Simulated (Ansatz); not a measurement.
```yaml
crystal:
  periodic: [false, false, false]
  atoms:
    - {symbol: Be, position_ang: [-0.136741, -0.300454, 0.083660]}
    - {symbol: F, position_ang: [-0.551419, 0.638961, -0.836748]}
    - {symbol: F, position_ang: [0.669065, -0.552033, 1.230976]}
basis:
  gaussian: {orbitals: aug-cc-pVDZ}
total_charge: -1
magnetization: {spin_polarized: true, initial_magnetization: 1}
hamiltonian: {xc: {name: LC-wPBE}}
accuracy: high
scf: {omitted_lower_state_checks: [starts]}
output: {forces: true}
```

```sh
$ ansatz run in.yaml --threads 4 --pin off --events-out ev --progress --plain --max-ram 3916MiB
```

Shortened log:

```
Functional definition: LC-wPBE
  name "LC-wPBE"
  cite "Vydrov & Scuseria, J. Chem. Phys. 125, 234109 (2006) doi:10.1063/1.2409292"
  cite "Heyd & Scuseria, J. Chem. Phys. 120, 7274 (2004) doi:10.1063/1.1668634"
  cite "Ernzerhof & Perdew, J. Chem. Phys. 109, 3313 (1998) doi:10.1063/1.476928"
  cite "Perdew, Burke & Ernzerhof, Phys. Rev. Lett. 77, 3865 (1996) doi:10.1103/PhysRevLett.77.3865"
  parent pbe
  parameter omega = 0.4/bohr
  exchange = pbe_x_sr(omega) + exact_x_lr(omega)
  correlation = pbe_c
these checks for a lower state are left out or cut short: starts
1276 factors; integrals over basis functions are off by at most 3.0e-9 eV
441 factors; integrals over basis functions are off by at most 1.6e-9 eV
mean field evaluation 1: about -5835.1017 eV, gradient 1.6e1 eV
mean field evaluation 2: about -5835.8787 eV, gradient 1.4e1 eV
mean field evaluation 4: about -5836.4729 eV, gradient 7.2e-1 eV
mean field evaluation 8: about -5836.4810 eV, gradient 1.7e-1 eV
mean field evaluation 16: about -5836.4819 eV, gradient 1.8e-3 eV
mean field evaluation 32: about -5836.4819 eV, gradient 3.4e-7 eV
mean field -5836.48188868 eV, -214.4867532993 hartree, gradient 8.5e-8 eV, S^2 0.750598; 0 other end points of the search recorded, 0 dependent functions left out
the calculation of the forces begins
reference -5836.48188868 eV, -214.4867532993 hartree; 12, 11 occupied and 57, 58 virtual orbitals, 1276 factors
Total energy: -5836.48188868 eV, -214.4867532993 hartree
Atom 0 at    -0.136741    -0.300454     0.083660 Å, force     0.009368    -1.777278     0.736235 eV/Å
Atom 1 at    -0.551419     0.638961    -0.836748 Å, force    -0.486634     1.646366    -1.301729 eV/Å
Atom 2 at     0.669065    -0.552033     1.230976 Å, force     0.477266     0.130912     0.565495 eV/Å
Dipole moment:     0.556894     1.078405     0.282719 e Å
Checks for a lower state left out: starts
```

Run time 2.3 s (4 threads of Arm Neoverse V1 on a shared host).

LC-ωPBE has ω = 0.4 bohr⁻¹.

The dipole of an ion depends on the origin.
